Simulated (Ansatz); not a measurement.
Conformers of CH$_{4}$BFO (`OCBF`), each relaxed with PBE0-D4/def2-TZVP in Ansatz. CBS adds the triple-zeta coupled-cluster correction to the MP2 limit.

Not all of them had a frequency check.

Conformer A:

Z-matrix (Å, degrees):
```
C
B 1 1.555
O 1 1.411 2 117.0
H 1 1.103 2 107.6 3 -124.2
H 1 1.103 2 107.6 3 124.3
F 2 1.328 1 118.7 3 -0.3
H 2 1.198 1 123.6 3 179.8
H 3 0.961 1 108.5 2 0.9
```

Conformer B:

```xyz
8

O    -0.946    1.274    0.050
C    -0.366    0.105   -0.496
B     0.782   -0.545    0.339
F     1.441   -1.576   -0.164
H    -0.891    1.227    1.007
H     0.021    0.360   -1.492
H    -1.132   -0.669   -0.686
H     1.091   -0.176    1.442
```

Conformer C:

Cartesian coordinates in Å:
```
O -1.473 0.121 0.040
C -0.099 0.384 0.201
B 0.819 -0.737 -0.375
F 0.317 -1.811 -0.950
H -1.974 0.849 0.415
H 0.185 0.513 1.261
H 0.210 1.327 -0.285
H 2.015 -0.647 -0.307
```

(1) Which is lowest in electronic energy at CCSD(T)/CBS (frozen core, def2 sets), and by how much? (An estimate is asked.)

(2) Give the energies relative to A (kJ/mol) with ωB97M-V/def2-TZVPP, PBE/def2-TZVPP, PBE0/def2-TZVPP, SCS-MP2/def2-TZVPP, SCS-MP2/def2-QZVPP, MP2/CBS(def2), CCSD/CBS(def2). (Estimate.)

## Answers

(1) Computed: A; B lies 6.6 kJ/mol higher, C lies 4.0 kJ/mol higher.

(2) The calculation gave: 
```json
{"level": "ωB97M-V/def2-TZVPP", "B": "5.9", "C": "4.1"}
{"level": "PBE/def2-TZVPP", "B": "6.4", "C": "4.7"}
{"level": "PBE0/def2-TZVPP", "B": "6.1", "C": "4.1"}
{"level": "SCS-MP2/def2-TZVPP", "B": "5.1", "C": "2.6"}
{"level": "SCS-MP2/def2-QZVPP", "B": "5.7", "C": "2.9"}
{"level": "MP2/CBS(def2)", "B": "6.8", "C": "3.8"}
{"level": "CCSD/CBS(def2)", "B": "6.4", "C": "3.5"}
```
